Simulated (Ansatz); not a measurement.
`[Br][GeH2][Br]` + H₂ → `[GeH3][Br]` + HBr at 500 K and 1 bar (hydrogenolysis of a Ge–Br bond).

Computed with Ansatz on PBE0-D4/def2-TZVP structures; ΔE is electronic, products minus reactants. CBS: MP2 limit from def2 TZ/QZ plus the TZ coupled-cluster correction, frozen cores. This one scheme is used for every species. For Br, Ge outer-core shells are correlated without core-valence functions, which leaves a few kJ/mol of doubt a bond. Scalar relativity is left out up to krypton.

| species | CCSD(T)/CBS energy (Eh) | H − E (kJ/mol) | S (J/(mol·K)) |
| --- | --- | --- | --- |
| `[Br][GeH2][Br]` | -7224.02757 | 77.8 | 363.9 |
| H₂ | -1.17544 | 41.0 | 145.5 |
| `[GeH3][Br]` | -4651.26096 | 88.8 | 308.7 |
| HBr | -2573.91920 | 30.5 | 213.7 |

H − E and S are ideal-gas, rigid-rotor, harmonic terms from PBE0-D4/def2-TZVP. The MP2-based limit puts H₂ 0.8 mEh under its directly extrapolated value; such offsets cancel only in part. 1 Eh = 2625.50 kJ/mol, R = 8.31446 J/(mol·K).

Task: By hand: ΔE, ΔH, ΔS and ΔG.

Result: ΔE = (-4651.26096) + (-2573.91920) − (-7224.02757) − (-1.17544) = 0.02285 Eh = 60.0 kJ/mol. Δ(H − E) = 88.8 + 30.5 − 77.8 − 41.0 = 0.5, so ΔH = 60.5 kJ/mol. ΔS = 308.7 + 213.7 − 363.9 − 145.5 = 13.0 J/(mol·K). ΔG = 60.5 − 500 × (13.0)/1000 = 54.0 kJ/mol.

Task: By hand: the equilibrium constant, and the temperature at which ΔG would vanish if ΔH and ΔS stayed fixed.

Result: log₁₀ K = −ΔG/(RT ln 10) = -5.6. ΔG = 0 at ΔH/ΔS = 4654 K, far beyond where these terms or the molecules hold.

The number of gas molecules stays the same, so ΔS is small and ΔH decides. A doubt of 5 kJ/mol in ΔE shifts log₁₀ K by 0.5 here. These are equilibria of isolated gas molecules and say nothing of rates. Largest T1 diagnostic: 0.009 (customary marks: 0.02 for closed shells, 0.045 for open ones).
